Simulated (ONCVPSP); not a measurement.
**Before and after: ONCV potential for Mn (Z = 25)**

manganese, optimised norm-conserving Vanderbilt (ONCV), made with ONCVPSP 4.0.1 (PBE, scalar-relativistic). Core [Ne], reference 3s2 3p6 3d4 (charge +3). Waves: 3s: rc 1.15 bohr, ncon 4, nbas 8, qcut 11.7 1/bohr, 2 projectors, debl 1.7 Ha; 3p: rc 0.80 bohr, ncon 4, nbas 9, qcut 11.5 1/bohr, 2 projectors, debl 3.2 Ha; 3d: rc 1.70 bohr, ncon 4, nbas 9, qcut 9.8 1/bohr, 2 projectors, debl 1.3 Ha. Local part: polynomial inside 0.55 bohr (lpopt 5, dvloc0 0 Ha). Core correction: Teter function, fcfact 3.5, rcfact 1.3.

In the s channel the program set the typed energies aside and used -4.477, 0.250 Ha. In the p channel the program set the typed energies aside and used -3.318, 0.250 Ha. In the d channel the program set the typed energies aside and used -1.514, 0.250 Ha.

Change: p: qcut 9.

Cutoffs: the cutoffs (Ha) at which the residual kinetic energy of the hardest occupied pseudo-wave falls to 1 and 0.1 mHa per electron; they do not see the model core or the augmentation charge, which bear on the density cutoff. Errors are all-electron minus pseudo energies relative to the spin-unpolarised reference configuration.

How do hardness, ghosts and transferability respond?

The potential gets harder (56 Ha and 102 Ha → 83 Ha and 380 Ha); the errors of the 4 common tests hardly move; neither file shows a bound ghost.

| quantity | base | changed |
| --- | --- | --- |
| cutoff, loose | 56 Ha | 83 Ha |
| cutoff, tight | 102 Ha | 380 Ha |
| loose cutoff by channel | s 46 Ha, p 56 Ha, d 36 Ha | s 46 Ha, p 83 Ha, d 36 Ha |
| bound ghosts | none | none |
| GHOST(+) flags under 300 eV | none | none |
| error for 3s2 3p6 3d5 4s2, meV [ΔE -56.53 eV] | +41 | +41 |
| error for 3s2 3p6 3d5 4s1, meV [ΔE -48.12 eV] | +59 | +59 |
| error for 3s2 3p6 3d5, meV [ΔE -32.52 eV] | +87 | +87 |
| error for 3s2 3p6 3d5 4p2, meV [ΔE -48.60 eV] | +64 | +64 |
| s: phases at 1.17 bohr within 0.05 rad from the reference energy up to (Ha; the scan ends near 5) | to the end of the scan | to the end of the scan |
| p: phases at 0.81 bohr within 0.05 rad from the reference energy up to (Ha; the scan ends near 5) | to the end of the scan | to the end of the scan |
| d: phases at 1.73 bohr within 0.05 rad from the reference energy up to (Ha; the scan ends near 5) | 4.8 | 4.8 |
| rms error of d²Exc/dni dnj with the model core, mHa | 1.08 | 1.09 |
